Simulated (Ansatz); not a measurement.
One geometry of the cluster Si2W2, several levels of theory.

```yaml
crystal:
  periodic: [false, false, false]
  atoms:
    - {symbol: W, position_ang: [0.221835, 0.520094, -1.199190]}
    - {symbol: W, position_ang: [1.209961, -0.937239, 0.209526]}
    - {symbol: Si, position_ang: [-0.069873, 1.161703, 1.027709]}
    - {symbol: Si, position_ang: [-1.361914, -0.744548, -0.038045]}
basis:
  gaussian: {orbitals: def2-TZVP, initial_orbitals: start.molden}
magnetization: {spin_polarized: true, initial_magnetization: 2}
hamiltonian: {xc: pbe0, dispersion: d4}
scf: {omitted_lower_state_checks: [starts]}
output: {orbitals: {seedname: orbitals}}
```

The file start.molden holds the orbitals of an earlier run on this structure, at another level or in another basis.

```sh
$ ansatz run in.yaml --threads 4 --pin off --events-out ev --progress --plain --max-ram 3916MiB
```

Output, abridged:

```
Functional definition: PBE0
  name "PBE0"
  cite "Adamo & Barone, J. Chem. Phys. 110, 6158 (1999) doi:10.1063/1.478522"
  cite "Perdew, Burke & Ernzerhof, Phys. Rev. Lett. 77, 3865 (1996) doi:10.1103/PhysRevLett.77.3865"
  parent pbe
  parameter a = 0.25
  parameter kappa = 0.804
  parameter beta = 0.06672455060314922
  exchange = (1 - a)*pbe_x(kappa = kappa, mu = beta*pi^2/3) + a*exact_x
  correlation = pbe_c(beta = beta)
these checks for a lower state are left out or cut short: starts
1336 factors; their error is unknown
mean field evaluation 1: about -19395.3179 eV, gradient 6.7e1 eV
mean field evaluation 2: about -19396.5520 eV, gradient 1.8e0 eV
mean field evaluation 4: about -19396.6595 eV, gradient 1.0e-1 eV
mean field evaluation 8: about -19396.6596 eV, gradient 1.3e-5 eV
mean field -19396.65960553 eV, -712.8140929753 hartree, gradient 1.3e-5 eV, S^2 2.089516; 0 other end points of the search recorded, 0 dependent functions left out
reference -19396.65963074 eV, -712.8140939015 hartree; 29, 27 occupied and 125, 127 virtual orbitals, 1336 factors
Total energy: -19396.88659074 eV, -712.8224345276 hartree
Checks for a lower state left out: starts
```

Hardware: 4 threads of Arm Neoverse V1 on a shared host. Wall time 6.5 s.

As the first input, with `hamiltonian: {xc: hse06, dispersion: d4}` (abridged; 6.5 s):

```
Functional definition: HSE06
mean field -19396.35850483 eV, -712.8030277284 hartree, gradient 1.8e-5 eV, S^2 2.089166
Total energy: -19396.58226968 eV, -712.8112509351 hartree
Checks for a lower state left out: starts
```

The first input with `hamiltonian: {xc: {name: wB97M-V}}` (abridged; 67 s):

```
Functional definition: wB97M-V
mean field -19396.87765172 eV, -712.8221060249 hartree, gradient 2.4e-5 eV, S^2 2.114748
Total energy: -19396.87769097 eV, -712.8221074673 hartree
Checks for a lower state left out: starts
```

The first input with `correlation: {method: mp2}` and without the key `hamiltonian` (abridged; 4 s):

```
Functional definition: HF
mean field evaluation 16: about -19333.2925 eV, gradient 4.9e-6 eV
mean field -19333.29252292 eV, -710.4853956411 hartree, gradient 4.9e-6 eV, S^2 3.936117
10 core orbitals not correlated: weight in the atoms' cores, before any rotation towards them, 1.000 or more for the frozen orbitals, at most 0.000 for the correlated occupied ones
second order -26.46269084 eV of doubles, -0.00000000 eV of singles
Total energy: -19359.75521376 eV, -711.4578815923 hartree
Checks for a lower state left out: starts
```

First input, but with `hamiltonian: {xc: hf}` (abridged; 7 s):

```
Functional definition: HF
mean field -19333.29221198 eV, -710.4853842141 hartree, gradient 2.4e-5 eV, S^2 3.936119
Total energy: -19333.29221198 eV, -710.4853842141 hartree
Checks for a lower state left out: starts
```

First input, but with `hamiltonian: {xc: pbe}`, `correlation: {method: rpa}` and without the key `output` (abridged; 8 s):

```
Functional definition: PBE
mean field -19398.97881305 eV, -712.8993222796 hartree, gradient 3.2e-6 eV, S^2 2.043181
10 core orbitals not correlated: weight in the atoms' cores, before any rotation towards them, 1.000 or more for the frozen orbitals, at most 0.000 for the correlated occupied ones
Total energy: -19369.54010333 eV, -711.8174696514 hartree
Checks for a lower state left out: starts
```

As the first input, with `hamiltonian: {xc: r2scan, dispersion: d4}` (abridged; 12 s):

```
Functional definition: r2SCAN
mean field -19404.45545853 eV, -713.1005852888 hartree, gradient 2.6e-5 eV, S^2 2.113563
Total energy: -19404.49939210 eV, -713.1021998176 hartree
Checks for a lower state left out: starts
```

Geometry: PBE0-D4/def2-SVP.

In the def2 sets W takes a core potential; there is no spin–orbit coupling. HSE06 is defined as in plane-wave codes, on full-range PBE exchange. Correlated methods freeze 10 core orbitals; core or outer-core shells of W are correlated, in sets that lack core-valence functions. At MP2/def2-TZVP, HF/def2-TZVP the charge 0 triplet is spin-contaminated (final ⟨S²⟩ up to 3.94, 2.00 for a pure state). The order of the spin states hangs on the level: the singlet lies 0.54 eV below the triplet at PBE0-D4/def2-TZVP, but 1.34 eV above it at HF/def2-TZVP. The structure comes from a short search, and lower isomers may exist.
